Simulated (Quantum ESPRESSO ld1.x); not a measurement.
Values are calculated unless marked as measured or tabulated.
Question: The mean radii <r> (bohr) of the occupied orbitals of an atom or ion are listed with their occupations. Level of theory: Dirac Kohn-Sham, LDA (Slater exchange, VWN5 correlation), spin-unpolarised, spherical densities, point nucleus (ld1.x of Quantum ESPRESSO 7.5).

| orbital | occ. | <r> |
|---|---|---|
| 1s1/2 | 2 | 0.03033 |
| 2s1/2 | 2 | 0.1251 |
| 2p1/2 | 2 | 0.1049 |

Name the element and its charge. Open shells, if any, fill j = l - 1/2 first.

Answer: Z = 48, cadmium, charge +42: Cd42+ in [He] 2s2 2p2. The 1s radius gives Z: for a bare nucleus <r> = (2 gamma + 1)/(2Z) with gamma = sqrt(1 - (Z/c)^2), 0.02993 bohr for Z = 48, and screening makes it slightly larger (0.03033 here). The occupations add up to 6, and the charge is Z minus that.
